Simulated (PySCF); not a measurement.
## Electric field gradients and quadrupole coupling constants

Compound: C₅H₁₅NOSi₂.
Cartesian coordinates in Å at the GFN2-xTB level; atoms count from 1:
```
atom  x, y, z in Å
C1    -2.3305   -1.8354   -0.4834
N2    -1.7048   -0.5370   -0.4393
C3    -1.0175   -0.0906    0.6276
O4    -0.8995   -0.7448    1.6551
C5    -0.4035    1.2742    0.5540
Si6    0.5202    1.3840    2.2293
C7     0.4218    1.5454   -0.7054
Si8    1.9258    0.4106   -1.0125
C9     1.4928   -1.4312   -0.8872
H10   -1.9103   -2.4414   -1.2887
H11   -2.1378   -2.3195    0.4726
H12   -3.4085   -1.7423   -0.6307
H13   -1.7707    0.0455   -1.2579
H14   -1.2353    1.9914    0.5713
H15   -0.4542    1.4165    3.3133
H16    1.2216    2.6801    2.2011
H17    1.5069    0.3213    2.3575
H18   -0.2261    1.5260   -1.5888
H19    0.7907    2.5717   -0.6426
H20    2.9994    0.7452   -0.0712
H21    2.3781    0.6989   -2.3860
H22    0.7673   -1.7332   -1.6380
H23    2.3809   -2.0400   -1.0299
H24    1.0817   -1.6753    0.0876
```

Field gradients from the PBE0/pcSseg-1 density (PySCF, non-relativistic), principal values in atomic units, ordered |Vxx| ≤ |Vyy| ≤ |Vzz|:

| atom | Vxx | Vyy | Vzz |
| --- | --- | --- | --- |
| N2 | 0.4390 | 0.5373 | -0.9763 |
| O4 | 0.6743 | 0.8442 | -1.5185 |

Question: Find the asymmetry η = (Vxx − Vyy)/Vzz and the couplings χ = eQV/h (234.96 MHz × Q in barn × V in au), with Q(14N) = 0.02044 b, Q(17O) = −0.0256 b.

Answer: 
```csv
atom,environment,nucleus,η,χzz (MHz),χxx (MHz),χyy (MHz)
N2,amide nitrogen,14N,0.10,-4.689,2.109,2.580
O4,amide oxygen,17O,0.11,9.13,-4.06,-5.08
```

The tensor is traceless: Vxx + Vyy + Vzz = 0.

Question: What is Vzz at N2 in SI units (1 au = 9.71736 × 10²¹ V/m²)?

Answer: -0.9763 au = -9.487 × 10²¹ V/m².

Question: And the gradient at the other heavy atoms, for which no coupling is worked out here?

Answer: 
```
atom                  environment  Vzz (au)     η
  C1              N-methyl carbon     0.317  0.29
  C3        amide carbonyl carbon     0.433  0.53
  C5  sp3 carbon bound to silicon    -0.139  0.37
 Si6                 SiH3 silicon     0.208  0.82
  C7  sp3 carbon bound to silicon    -0.113  0.91
 Si8                 SiH2 silicon     0.080  0.73
  C9             Si-methyl carbon    -0.040  0.66
```

Were the hydrogens deuterons (Q(2H) = 0.00286 b), χzz would run from 104 kHz (H21 and H16) to 276 kHz (H13).

The structure is a single GFN2-xTB conformer in the gas phase; no vibrational or solvent corrections. GFN2-xTB bond lengths can be off by several hundredths of an ångström, more for odd bonds, and the gradients follow them. With so small a basis the couplings can be 20 % off.
